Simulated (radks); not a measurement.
Values are calculated unless marked as measured or tabulated.
All-electron atom: Ne2+ in [He] 2s2 2p4.

Level of theory: scalar-relativistic Kohn-Sham, PBEsol, spin-polarised, spherical densities, finite nucleus; open shells are filled with parallel spins first; Fermi nuclear charge, rms radius 3.0055 fm (a radial shooting solver on a logarithmic mesh with Libxc functionals).

Energy parts (eV):
| part | energy |
|---|---|
| total | -3438.205 |
| kinetic | 3438.310 |
| electron-nucleus | -7973.977 |
| Hartree | 1393.483 |
| exchange-correlation | -296.021 |

Orbitals (lengths in bohr, moments of r in powers of bohr; <r^-3> diverges for s and p1/2; r(90%) holds 90 % of the orbital's charge):
orbital,occ.,eigenvalue (eV),<r^-3>,r(90%)
1s up,1,-879.4682,-,0.283
1s down,1,-877.3539,-,0.283
2s up,1,-79.7587,-,1.30
2s down,1,-75.1368,-,1.33
2p up,3,-56.7115,14.83,1.35
2p down,1,-51.8252,14.14,1.40

The highest occupied level is 2p down at -51.825 eV. The electron density at the nucleus is 650.6 e/bohr^3 (large components only). Spin moment in Bohr magnetons: 2. The spin density at the nucleus is -0.159 e/bohr^3 (1s -1.002, 2s 0.843).
